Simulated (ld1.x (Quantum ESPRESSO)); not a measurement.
## Building the PAW potential for Ge (Z = 32) (PBE, scalar-relativistic).

ld1.x (Quantum ESPRESSO) 7.5 was run on this input:

```
&input
   title='Ge', zed=32., rel=1, dft='PBE', iswitch=3,
   config='[Ar] 3d10 4s2 4p1.5',
   nld=2, rlderiv=2.45, eminld=-3.0, emaxld=5.0, deld=0.02
 /
 &inputp
   pseudotype=3, lpaw=.true., tm=.true., lloc=-1, rcloc=2.05,
   nlcc=.true., new_core_ps=.true.,
   which_augfun='PSQ', rmatch_augfun_nc=.true.,
   file_pseudopw='Ge.UPF', file_wfcaegen='ae.wfc', file_wfcncgen='nc.wfc', file_beta='beta', file_chi='chi', file_wfcusgen='us.wfc'
 /
4
4S  1  0   2.00   0.00  1.30  1.50  0.0
4S  1  0   0.00  -0.85  1.30  1.50  0.0
4P  2  1   1.50   0.00  1.75  2.25  0.0
4P  2  1   0.00   2.30  1.75  2.25  0.0
 &test
   configts(1)='4s2 4p1.5'
 /
```

Command:

```bash
ld1.x < Ge.in > Ge.out
```

Resulting log (shortened: banner, matrices, multipoles, cross overlaps and the repeated all-electron block are left out):

```
Program LD1 v.7.5
     --------------------------- All-electron run ----------------------------

     Ge
     scalar relativistic calculation

     atomic number is 32.00
     dft =PBE   lsd =0 sic =0 latt =0  beta=0.20 tr2=1.0E-14
     Exchange-correlation= PBE
                           (   1   4   3   4   0   0   0)
     mesh =1207 r(mesh) = 100.41023 a.u. xmin = -7.00 dx = 0.01250
     1 Ry =  13.60569312 eV, c = 137.03599908

     n l     nl                  e(Ry)          e(Ha)          e(eV)
     1 0     1S 1( 2.00)      -805.9451      -402.9725    -10965.4414
     2 0     2S 1( 2.00)      -101.1367       -50.5683     -1376.0348
     2 1     2P 1( 6.00)       -88.4156       -44.2078     -1202.9555
     3 0     3S 1( 2.00)       -12.6952        -6.3476      -172.7273
     3 1     3P 1( 6.00)        -8.8094        -4.4047      -119.8574
     3 2     3D 1(10.00)        -2.4653        -1.2326       -33.5417
     4 0     4S 1( 2.00)        -1.1465        -0.5733       -15.5994
     4 1     4P 1( 1.50)        -0.5427        -0.2713        -7.3835

     final scf error:  3.3E-15 reached in  36 iterations

     Etot =   -4197.464058 Ry,   -2098.732029 Ha,  -57109.407861 eV

     Ekin =    4273.510141 Ry,    2136.755071 Ha,   58144.067539 eV
     Encl =  -10106.701688 Ry,   -5053.350844 Ha, -137508.681653 eV
     Eh   =    1794.518488 Ry,     897.259244 Ha,   24415.667849 eV
     Exc  =    -158.790998 Ry,     -79.395499 Ha,   -2160.461596 eV

     normalization and overlap integrals

     s(1S/1S) =  1.000000  <r> =   0.0470  <r2> =    0.0030  r(max) =   0.0309
     s(2S/2S) =  1.000000  <r> =   0.2100  <r2> =    0.0520  r(max) =   0.1754
     s(2P/2P) =  1.000000  <r> =   0.1837  <r2> =    0.0414  r(max) =   0.1418
     s(3S/3S) =  1.000000  <r> =   0.6242  <r2> =    0.4495  r(max) =   0.5402
     s(3P/3P) =  1.000000  <r> =   0.6470  <r2> =    0.4929  r(max) =   0.5402
     s(3D/3D) =  1.000000  <r> =   0.7359  <r2> =    0.6951  r(max) =   0.5012
     s(4S/4S) =  1.000000  <r> =   2.0743  <r2> =    4.9550  r(max) =   1.7277
     s(4P/4P) =  1.000000  <r> =   2.7035  <r2> =    8.5914  r(max) =   2.1367

     ------------------------ End of All-electron run ------------------------

     --------------------- Generating PAW atomic setup --------------------

      Generating local potential from pseudized AE potential:
      Matching radius rcloc =   2.0500

      Local pseudo, rcloc= 2.032 Estimated cut-off energy=     5.76 Ry

      Computing core charge for nlcc:

       r > 1.38 : true rho core
      Core charge pseudized with two Bessel functions
      Integrated core pseudo-charge :   8.85
      Wfc-us  4S rcutus= 1.506  Estimated cut-off energy=    18.60 Ry
      Wfc-us  4S rcutus= 1.506  Estimated cut-off energy=    18.94 Ry
      Wfc-us  4P rcutus= 2.246  Estimated cut-off energy=    14.94 Ry
      Wfc-us  4P rcutus= 2.246  Estimated cut-off energy=    25.50 Ry

     Required augmentation: PSQ   radius:    2.250000

     Q pseudized with Bessel functions
     Expected ecutrho=     114.0011 due to l1=  0   l2=  1

     Estimated PAW energy = -163.590947 Ryd

     ------------------- End of pseudopotential generation -------------------

     Computing logarithmic derivative in   2.43643
     Computing logarithmic derivative in   2.43643
     Computing the partial wave expansion
     R is outside the sphere for l=    0 j= 0.00
     R is outside the sphere for l=    0 j= 0.00
     R is outside the sphere for l=    1 j= 0.00
     R is outside the sphere for l=    1 j= 0.00

     ---------------------- Testing the pseudopotential ----------------------

     Ge
     scalar relativistic calculation

     atomic number is 32.00   valence charge is  4.00
     dft = SLA  PW   PBX  PBC   lsd =0 sic =0 latt =0  beta=0.20 tr2=1.0E-14
     mesh =1207 r(mesh) = 100.41023 xmin = -7.00 dx = 0.01250

     n l     nl             e AE (Ry)        e PS (Ry)    De AE-PS (Ry)
     1 0     4S   1( 2.00)       -1.14653       -1.14654        0.00000
     2 1     4P   1( 1.50)       -0.54268       -0.54268        0.00000

     eps = 9.7E-16  iter =  3

     Etot =   -4197.464058 Ry,   -2098.732029 Ha,  -57109.407861 eV
     Etotps =  -163.590956 Ry,     -81.795478 Ha,   -2225.768340 eV

     Ekin =      14.724305 Ry,       7.362152 Ha,     200.334369 eV
     Encl =     -24.273614 Ry,     -12.136807 Ha,    -330.259337 eV
     Ehrt =       4.749350 Ry,       2.374675 Ha,      64.618198 eV
     Ecxc =    -158.790997 Ry,     -79.395498 Ha,   -2160.461569 eV
     (Ecc =     -14.922683 Ry,      -7.461342 Ha,    -203.033447 eV)

     ---------------------- End of pseudopotential test ----------------------
```

Note: ghost state, extra bound levels that the all-electron valence spectrum of the same l lacks: s at -131.9 eV. A true bound ghost makes a file unfit for plane-wave use.

Generation and configuration tests took about 3.2 s on one core of a shared server CPU.
